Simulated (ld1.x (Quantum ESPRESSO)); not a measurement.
The numbers below are computed, except where a source is named.
# Potentials for aluminium (Al) compared

Generated with ld1.x 7.5 (TM, RRKJ, ultrasoft, PAW), atompaw 4.2 or ONCVPSP 4.0.1. The cutoff is in Ry: for ld1.x and atompaw files where the sum of valence levels is converged to 10 mRy in a Bessel basis, for ONCV files where the hardest occupied wave has 1 mHa per electron of residual kinetic energy. The error is the largest all-electron minus pseudo excitation energy over each file’s own four to seven test configurations (ionisations up to +4, promotions, holes and added fractions of an electron), all of which were solved. The labels leave out finer settings (local radius, basis sizes, second energies), which also bear on the numbers. Spin-polarised tests are not counted. The rows are a selection from randomly drawn settings: files with unsolved tests, undetermined cutoffs or missed reference levels are left out.

| potential | cutoff (Ry) | largest error (meV) | bound ghosts |
| --- | --- | --- | --- |
| RRKJ, BP86, scalar-relativistic, rc 1.65/1.70/1.55 (spd), local s, core correction no, reference 3s2 3p0.5 | 12 | +35 | none |
| TM semilocal, PBE, scalar-relativistic, rc 2.10/1.70 (sp), local s, core correction no, reference 3s2 3p0 | 10 | +34 | none |
| TM, Wu–Cohen, scalar-relativistic, rc 1.70/1.95 (sp), local smoothed, core correction yes, reference 3s2 3p1 | 10 | +18 | none |
| RRKJ, PBE, non-relativistic, rc 2.15/2.55/2.65 (spd), local d, core correction no, reference 3s2 3p1 | 10 | +32 | none |

**Question.** Fill in the row for Al: TM, PBEsol, scalar-relativistic, rc 2.50/2.15 (sp), local s, core correction yes, reference 3s2 3p1.

**Answer.** cutoff 8 Ry, largest error -38 meV, bound ghosts: none.
